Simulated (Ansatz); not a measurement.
A structure relaxed at PBE-D4/def2-SVP in Ansatz, charge 1, singlet:

```xyz
8

Si    0.255    1.171    0.862
Si   -0.498   -2.432    0.062
Si   -2.036    0.802    1.146
Si   -1.034   -0.259   -0.767
Si    1.196   -0.827    0.262
H     0.996    2.481    0.799
H    -1.507    0.006   -2.166
H     2.626   -0.941   -0.198
```

Give its formula.

Si5H3⁺.

Summarise the bond lengths by kind (pairs closer than 1.2 times the sum of covalent radii, bridged metal pairs left out).

7 × Si–Si 2.29 to 2.52 Å; 3 × H–Si 1.50 to 1.51 Å.

The restricted singlet is unstable towards broken spin symmetry in Hartree–Fock (as tested in another run); at PBE-D4/def2-SVP this wasn't settled. The structure comes from a short search, and lower isomers may exist.
